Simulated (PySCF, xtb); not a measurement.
C3H5NOSi, SMILES N#CC[SiH2]C=O.

GFN2-xTB (xtb 6.7.1) at its own geometry gives an orbital gap of 2.50 eV and a dipole moment of 3.01 D.

Geometry: B3LYP-D3(BJ)/def2-SVP. The structure was generated by enumeration, and PubChem lists no compound with its InChIKey, so it may never have been made. One conformer was computed; it need not be the lowest.

What does B3LYP/def2-TZVP (PySCF) give? (An estimate is asked for; the answer gives what the named calculation found.)

gap 5.00 eV (levels -7.40 and -2.40 eV), dipole 3.69 D.
